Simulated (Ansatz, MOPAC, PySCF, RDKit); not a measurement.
Dimer: CH3F (SMILES CF) (first 5 atoms) with C2H3F (SMILES C=CF); geometry from B3LYP-D3(BJ)/def2-TZVP, rigid monomers moved along the line of their centres of mass till F2···H9 is 2.69 Å.
(charge 0, multiplicity 1):
```xyz
11

C      0.3677     0.6683    -0.2241
F     -1.0092     0.5520    -0.0261
H      0.5807     1.6753    -0.5837
H      0.8713     0.4874     0.7244
H      0.6732    -0.0702    -0.9659
C     -1.2895    -0.3238     3.5986
C     -0.1054    -0.3697     4.1720
F      1.0350    -0.1102     3.4894
H     -1.4122    -0.0765     2.5530
H     -2.1648    -0.5403     4.1934
H      0.1010    -0.6076     5.2069
```

Monomers are frozen at their geometry in the pair; levels with a basis set take the counterpoise correction. Rows marked so take none.

Cores are frozen in the correlated methods. Rows in 6-311+G**, 6-31G* carry no dispersion term and start afresh at each structure (6-31G* with six Cartesian d functions). The state that PM6, PM7 reach isn't checked; PM7 holds dispersion and hydrogen-bond terms.

Run with Ansatz (a program for electronic structure); MOPAC for PM6, PM7 (differences of heats of formation); PySCF for 6-311+G** rows, 6-31G* rows; RDKit for the force fields. 

```tsv
level	interaction energy (meV)
MMFF94	-62.1
PM6	-14.4
PM7	-47.3
PBE/def2-TZVPPD	-61.1
BP86/6-31G* (no counterpoise)	-117.3
B3LYP/6-311+G** (no counterpoise)	-61.0
PBE0/def2-TZVPPD	-61.9
wB97X-V/def2-TZVPPD	___
CCSD(T)/aug-cc-pVDZ	___
```

Problem. What belongs in the gaps?

Solution. 
- wB97X-V/def2-TZVPPD, interaction energy (meV): -85.6
- CCSD(T)/aug-cc-pVDZ, interaction energy (meV): -78.8
